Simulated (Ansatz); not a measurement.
`OC[SiH2]Br` + silanol → `OC[SiH2]O[SiH3]` + HBr  (ligand exchange at the Si–Br bond)

Calculated with Ansatz (gas phase, PBE0-D4/def2-TZVP geometries, no zero-point term in ΔE). CCSD(T)/CBS adds triple-zeta CCSD(T) − MP2 to the extrapolated MP2 energy (def2 sets, frozen cores). Functionals use def2-TZVPP. B3LYP here is the variant with VWN-RPA as its local correlation; programs differ in this. For Br outer-core shells are correlated without core-valence functions, which leaves a few kJ/mol of doubt a bond. Scalar relativity is left out up to krypton. Each species was taken in one conformer, which may not be the lowest.

```tsv
level	ΔE (eV)
B3LYP-D4	-0.20
B2PLYP	-0.16
HF/CBS(def2)	-0.30
CCSD/CBS(def2)	-0.16
```

What does CCSD(T)/CBS give? (Best estimate.)

Computed: -0.14 eV. The listed levels differ from it by -0.06, -0.02, -0.16, -0.02 eV.

Largest T1 diagnostic among the species: 0.011.

The D4 term adds −0.06 eV with B3LYP and −0.04 eV with PBE0; it sums over pairs of atoms, weighted by their polarisabilities, and B3LYP, whose exchange is more repulsive, gets the larger term. In def2-TZVPP, CCSD(T) changes the Hartree–Fock value by +0.08 eV (the triples alone add +0.02 eV) and MP2 by +0.12 eV. From PBE to PBE0 (25 % exact exchange), in def2-TZVPP and without D4, ΔE moves by −0.05 eV.
